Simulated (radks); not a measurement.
Q: The mean radii <r> (bohr) of the occupied orbitals of an atom or ion are listed with their occupations. Method: scalar-relativistic Kohn-Sham, SCAN, spin-polarised, spherical densities, finite nucleus; meta-GGA in the generalised Kohn-Sham scheme; Fermi nuclear charge, rms radius of each element as measured or else 0.836 A^(1/3) + 0.57 fm; computed with a radial shooting solver on a logarithmic mesh with Libxc functionals.

| orbital | occ. | <r> |
|---|---|---|
| 1s up | 1 | 0.01744 |
| 1s down | 1 | 0.01744 |
| 2s up | 1 | 0.07328 |
| 2s down | 1 | 0.07321 |
| 2p up | 3 | 0.06590 |
| 2p down | 3 | 0.06582 |
| 3s up | 1 | 0.1829 |
| 3s down | 1 | 0.1834 |
| 3p up | 3 | 0.1819 |
| 3p down | 3 | 0.1824 |
| 3d up | 5 | 0.1626 |
| 3d down | 1 | 0.1631 |

Name the element and its charge. Open shells, if any, are filled with parallel spins first.

A: Z = 77, iridium, charge +53: Ir53+ in [Ar] 3d6. The 1s radius gives Z: for a bare nucleus <r> = (2 gamma + 1)/(2Z) with gamma = sqrt(1 - (Z/c)^2), 0.01724 bohr for Z = 77, and screening makes it slightly larger (0.01744 here). The occupations add up to 24, and the charge is Z minus that.
